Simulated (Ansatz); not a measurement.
Calculated with Ansatz (gas phase, PBE0-D4/def2-TZVP geometries, no zero-point term in ΔE). CCSD(T)/CBS adds triple-zeta CCSD(T) − MP2 to the extrapolated MP2 energy (def2 sets, frozen cores). This one scheme is used for every species. DFT in def2-TZVPP. One conformer a species, not always the lowest.

Consider the formal exchange of groups at the Si–Cl bond: `F[SiH](Cl)[SiH2]Cl` + CH₄ → `C[SiH2][SiH](F)Cl` + HCl.

| level | ΔE (kJ/mol) |
| --- | --- |
| PBE-D4 | 90.7 |
| B2PLYP | 97.1 |
| PBE | 92.0 |
| MP2/def2-TZVPP | 94.4 |
| CCSD/def2-TZVPP | 90.7 |
| CCSD(T)/def2-TZVPP | 89.7 |
| HF/CBS(def2) | 105.8 |
| MP2/CBS(def2) | 98.3 |

**Question.** What does CCSD(T)/CBS give? (Estimate.)

**Answer.** The calculation gave: +93.6 kJ/mol. The listed levels differ from it by -2.9, 3.5, -1.6, 0.8, -2.9, -3.9, 12.2, 4.7 kJ/mol.

Largest T1 diagnostic among the species: 0.011.

In def2-TZVPP, CCSD(T) changes the Hartree–Fock value by −15.7 kJ/mol (the triples alone add −0.9 kJ/mol) and MP2 by −11.0 kJ/mol.

CCSD(T)/CBS has its own doubt, a few kJ/mol and more with outer-core shells, so smaller differences from it don't rank the levels.
